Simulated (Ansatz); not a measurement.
Abridged output of a molecular run in Ansatz:

```
Functional definition: HF
2663 factors; integrals over basis functions are off by at most 1.1e-3 eV
mean field evaluation 1: about -47597.9271 eV, gradient 7.6e1 eV
mean field evaluation 2: about -47598.5735 eV, gradient 7.7e1 eV
mean field evaluation 4: about -47609.7580 eV, gradient 9.2e0 eV
mean field evaluation 8: about -47610.0203 eV, gradient 1.3e0 eV
mean field evaluation 16: about -47610.0271 eV, gradient 2.8e-6 eV
mean field -47610.02713973 eV, -1749.6362261497 hartree, gradient 2.7e-6 eV, S^2 0.000000; 0 other end points of the search recorded, 0 dependent functions left out
20 core orbitals not correlated: weight in the atoms' cores, before any rotation towards them, 1.000 or more for the frozen orbitals, at most 0.000 for the correlated occupied ones
reference -47610.02713973 eV, -1749.6362261497 hartree; 34, 34 occupied and 381, 381 virtual orbitals, 2663 factors
second order -59.32116067 eV of doubles, -0.00000000 eV of singles
cycle   1  -56.84146426 eV  change     2.5e0 eV  update   3.2e-1
cycle   2  -58.89570043 eV  change    -2.1e0 eV  update   2.1e-1
cycle   3  -59.48836584 eV  change   -5.9e-1 eV  update   5.8e-2
cycle   4  -59.49735854 eV  change   -9.0e-3 eV  update   2.5e-2
cycle   5  -59.46571230 eV  change    3.2e-2 eV  update   1.1e-2
cycle   6  -59.46107958 eV  change    4.6e-3 eV  update   4.6e-3
cycle   7  -59.46328017 eV  change   -2.2e-3 eV  update   2.2e-3
cycle   8  -59.46253881 eV  change    7.4e-4 eV  update   1.2e-3
cycle   9  -59.46250201 eV  change    3.7e-5 eV  update   5.6e-4
cycle  10  -59.46383557 eV  change   -1.3e-3 eV  update   3.0e-4
cycle  11  -59.46320198 eV  change    6.3e-4 eV  update   1.3e-4
cycle  12  -59.46285579 eV  change    3.5e-4 eV  update   9.1e-5
cycle  13  -59.46306557 eV  change   -2.1e-4 eV  update   3.8e-5
cycle  14  -59.46295327 eV  change    1.1e-4 eV  update   2.9e-5
cycle  15  -59.46297907 eV  change   -2.6e-5 eV  update   1.4e-5
perturbative correction -3.10445249 eV, -0.1140865249 hartree
Total energy: -47672.59457129 eV, -1751.9355368499 hartree
```

Its atoms:

```xyz
16

C     2.843    0.050    0.436
O     1.715   -0.696    0.104
W    -0.099   -0.563   -0.164
O    -0.521   -2.260    0.483
Cl   -0.117    0.433    1.955
Cl    0.435    1.372   -1.388
Cl   -0.108   -1.664   -2.247
O    -1.832    0.044   -0.275
C    -2.614    1.188   -0.145
H     2.961    0.870   -0.278
H     2.716    0.460    1.444
H     3.716   -0.604    0.409
H    -0.653   -3.076   -0.006
H    -2.251    1.957   -0.834
H    -3.649    0.932   -0.377
H    -2.542    1.556    0.883
```

Task: Which basis set was used?
A. def2-SVPD
B. def2-TZVPP
C. def2-QZVPP
D. cc-pV(D+d)Z

Result: B. It gives 435 functions.

Task: Write the keys of the input that set method, charge and spin (a neutral closed shell needs none for the last two).

Result: 
```yaml
correlation: {method: ccsd_t}
```
